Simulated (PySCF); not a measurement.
Compound: C7H11FO2.
Atom-mapped SMILES: `[CH3:1][CH2:2][O:3][C:4]1=[CH:5][CH2:6][CH2:7][C@@H:8]([F:9])[O:10]1` (hydrogens: H11, H12, H13 on C1; H14, H15 on C2; H16 on C5; H17, H18 on C6; H19, H20 on C7; H21 on C8)

Method: PBE0-D3(BJ)/def2-SVP geometry optimisation, gas phase (PySCF).

Give the optimised bond lengths and angles.

```tsv
bond	length (Å)	order
C1–C2	1.507	single
C2–O3	1.420	single
O3–C4	1.335	single
C4=C5	1.344	double
C5–C6	1.498	single
C6–C7	1.524	single
C7–C8	1.508	single
C8–F9	1.353	single
C8–O10	1.403	single
C4–O10	1.355	single
C1–H11, C1–H12, C1–H13	1.100	single
C2–H14	1.104	single
C2–H15	1.102	single
C5–H16	1.090	single
C6–H17	1.107	single
C6–H18	1.102	single
C7–H19	1.102	single
C7–H20	1.100	single
C8–H21	1.107	single
```

Bonds in one row agree within 0.01 Å and their mean is given. Orders are formal, as drawn. A selection of angles:
```tsv
angle	degrees
C1–C2–O3	107.5
C2–O3–C4	119.5
O3–C4–C5	122.7
O3–C4–O10	113.0
C5–C4–O10	124.3
C4–C5–C6	121.2
C5–C6–C7	109.9
C6–C7–C8	109.7
C7–C8–F9	111.2
C7–C8–O10	111.5
F9–C8–O10	105.6
C4–O10–C8	116.3
```

Torsions: C1–C2–O3–C4 179° (antiperiplanar); C2–O3–C4–C5 -169° (antiperiplanar); O3–C4–C5–C6 178° (antiperiplanar); C4–C5–C6–C7 -14° (synperiplanar); C5–C6–C7–C8 44° (synclinal); C6–C7–C8–F9 -178° (antiperiplanar); C7–C8–O10–C4 45° (synclinal); O3–C4–O10–C8 166° (antiperiplanar).

The 6-membered ring C4–C5–C6–C7–C8–O10 has internal angles of 109.7° to 124.3°; it is puckered, 0.19 Å rms from its mean plane, widest ring torsion 60°. Of the pairs four or more bonds apart, O10···H15 is among the closest relative to their van der Waals radii: 2.46 Å, 90 % of the sum of Bondi's values. The 4 C–O bonds span 1.335 Å (O3–C4, drawn single) to 1.420 Å (C2–O3, drawn single), a spread of 0.085 Å. The C–C distances run from 1.344 Å (C4=C5, drawn double) to 1.524 Å (C6–C7, drawn single), a spread of 0.180 Å.

Point group: C1 (no symmetry element, even within 0.4 Å). No PBE0-D3(BJ)/def2-SVP frequencies stand behind this structure, so it isn't proved a minimum. One conformer, not necessarily the lowest.

The run took 3.1 min wall on one thread of an Arm Neoverse V1, no GPU (shared host), and the process peaked at 0.87 GiB of memory. That covers the optimisation of the geometry.
